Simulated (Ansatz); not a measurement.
Reaction (redistribution): `[NH2][SnH]([F])[Cl]` + `[Cl][Ge][Br]` → `[F][SnH]([Cl])[Br]` + `[NH2][Ge][Cl]`

Gas-phase electronic energies from Ansatz, PBE0-D4/def2-TZVP geometries. CCSD(T)/CBS is the MP2 limit (def2-TZVPP, def2-QZVPP) plus CCSD(T) − MP2 in def2-TZVPP, frozen cores. Functionals use def2-TZVPP. B3LYP here is the variant with VWN-RPA as its local correlation; programs differ in this. def2 core potentials past Kr. For Br, Ge, Sn outer-core shells are correlated without core-valence functions, which leaves a few kJ/mol of doubt a bond. Scalar relativity is left out up to krypton. One conformer a species, not always the lowest.

Q: Is it downhill or uphill in electronic energy at CCSD(T)/CBS, and by how much? (Estimate.)

A: Computed: Downhill: ΔE = -39.6 kJ/mol.

Q: What do these levels give: B3LYP-D4, r2SCAN0-D4, BLYP, MP2/def2-SVP, SCS-MP2/def2-TZVPP, MP2/def2-QZVPP? (Estimate.)

A: The calculation gave: B3LYP-D4 -33.2, r2SCAN0-D4 -39.4, BLYP -28.6, MP2/def2-SVP -48.1, SCS-MP2/def2-TZVPP -37.8, MP2/def2-QZVPP -40.1 kJ/mol.

Largest T1 diagnostic among the species: 0.013.

From BLYP to BHLYP (50 % exact exchange), in def2-TZVPP and without D4, ΔE moves by −9.4 kJ/mol. Leaving LDA and LC-ωPBE aside and taking each functional with its dispersion term where it has one, the values, not all of them listed here, spread over 10.6 kJ/mol, from ωB97X-V to BLYP-D4. LDA lies −6.1 kJ/mol from PBE without D4.
